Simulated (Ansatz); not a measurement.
Ansatz (a quantum-chemistry and plane-wave program) input (B2PLYP/def2-TZVPD):

Ansatz 0.2 input:
```yaml
crystal:
  periodic: [false, false, false]
  atoms:
    - {symbol: Zn, position_ang: [-0.00000000, -0.00000000, -0.41611361]}
    - {symbol: F, position_ang: [0.00000000, 0.00000000, 1.38704536]}
basis:
  gaussian:
    orbitals: def2-TZVPD
hamiltonian:
  xc: {name: B2PLYP}
magnetization: {spin_polarized: true, initial_magnetization: 1}
correlation: {electrons: outside_noble_gas}
```

End of the output:

```
integrals: 0.05 GiB planned
678 factors; integrals over basis functions are off by at most 6.3e-4 eV
mean field: 0.39 GiB planned
mean field evaluation 1: about -51119.3224 eV, gradient 3.0e1 eV
mean field evaluation 2: about -51119.3778 eV, gradient 3.0e1 eV
mean field evaluation 4: about -51122.3772 eV, gradient 1.5e0 eV
mean field evaluation 8: about -51122.4167 eV, gradient 1.6e-1 eV
mean field evaluation 16: about -51122.4170 eV, gradient 2.1e-4 eV
mean field -51122.41704732 eV, -1878.7141744701 hartree, gradient 5.3e-6 eV, S^2 0.752448; 0 other end points of the search recorded, 0 dependent functions left out
10 core orbitals not correlated
reference -51122.41716646 eV, -1878.7141788484 hartree; 10, 9 occupied and 71, 72 virtual orbitals, 678 factors
second order -21.26822751 eV of doubles, -0.00000000 eV of singles
Total energy: -51128.15958789 eV, -1878.9252089435 hartree
```

The spin state was set by rule; other spins were not relaxed.
